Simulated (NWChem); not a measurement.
Molecule: C4H5Cl; SMILES C=C/C=C/Cl

```xyz
10

C      0.3455    -2.9876     0.0000
C     -0.3746    -1.8558     0.0000
C      0.2092    -0.5226     0.0000
C     -0.5327     0.5924     0.0000
Cl     0.1527     2.1965     0.0000
H      1.4329    -2.9720     0.0000
H     -0.1290    -3.9639     0.0000
H     -1.4628    -1.9129     0.0000
H      1.2947    -0.4461     0.0000
H     -1.6172     0.5960     0.0000
```
Atoms are numbered in this order, from 1.

Program: NWChem. Structure relaxed at the B3LYP/6-31G* (spherical d) level. Vertical excitations in the gas phase; the lowest state need not have the same character in each row.

```tsv
level	lowest excitation, singlet (eV)	oscillator strength of that lowest state	orbital gap (eV)
PBE/def2-SVP, full TDDFT	5.24	0.583	3.72
B3LYP/def2-SVP, full TDDFT	5.52	0.697	5.25
BHandHLYP/def2-SVP, full TDDFT	5.85	0.827	7.61
LRC-wPBEh/def2-SVP, full TDDFT	5.75	0.756	9.07
```
